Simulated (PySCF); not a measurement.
# ZnB⁺ at PBE0

Computed with PBE0; basis Zn def2-SVPD, B def2-SVPD; no relativity; PySCF 2.14.

```json
{"state": "¹Σ⁺ (singlet), closed shell", "bond length": "234.4 pm", "harmonic wavenumber": "342 cm⁻¹", "force constant": "0.646 mdyn/Å", "rotational constant Be": "0.3267 cm⁻¹", "anharmonicity ωexe": "2.11 cm⁻¹", "vibration–rotation constant αe": "0.00328 cm⁻¹", "well depth De to Zn + B⁺": "227 kJ/mol", "dissociation energy D0": "225 kJ/mol", "HOMO–LUMO gap": "3.77 eV", "bond order (Mayer)": "0.93", "dipole moment (positive dipole points towards B; it is taken about the centre of mass and depends on that origin)": "1.40 D"}
```

For an ion De counts to the pair picked by the measured ionisation energies or electron affinities, which need not be the lowest pair at this level.
